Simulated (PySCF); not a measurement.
# Fractional electron number in Eu²⁺ (europium, charge +2)

The 4f alpha orbital of [Xe] 4f7 is emptied in steps (occupation f), with all orbitals relaxed, ending at [Xe] 4f6. All numbers are calculated (PySCF 2.14, scalar relativity through the core potential, in def2-TZVP with the def2 core potential (28 electrons) (10s7p5d4f1g, 93 functions)). The exact energy is a straight line in f; departures are measured from the line between the end points of the same method.

```tsv
f	PBE0 (eV)	r2SCAN (eV)	LC-wPBE (eV)
1	0.000	0.000	0.000
0.75	-0.978	-1.467	-0.577
0.5	-1.317	-1.975	-0.784
0.25	-0.997	-1.496	-0.599
0	0.000	0.000	0.000
```

```json
{"method": "PBE0", "E(f=0) − E(f=1) (eV)": "25.806", "−ε at f=1 (eV)": "20.649", "−ε at f=0.5 (eV)": "25.755"}
{"method": "r2SCAN", "E(f=0) − E(f=1) (eV)": "25.542", "−ε at f=1 (eV)": "17.793", "−ε at f=0.5 (eV)": "25.466"}
{"method": "LC-wPBE", "E(f=0) − E(f=1) (eV)": "26.084", "−ε at f=1 (eV)": "23.072", "−ε at f=0.5 (eV)": "26.023"}
```

Orbital energy along the path (eV):

| f | PBE0 | r2SCAN | LC-wPBE |
| --- | --- | --- | --- |
| 1 | -20.649 | -17.793 | -23.072 |
| 0.75 | -23.158 | -21.572 | -24.497 |
| 0.5 | -25.755 | -25.466 | -26.023 |
| 0.25 | -28.429 | -29.474 | -27.640 |
| 0 | -31.168 | -33.593 | -29.332 |

Reference removal energy between the ground levels: 24.84 ± 0.03 eV (semi-empirical (NIST evaluation); NIST Atomic Spectra Database, ionization energies). The calculation has no spin-orbit coupling. The determinant left behind need not be the lowest term of the ion.
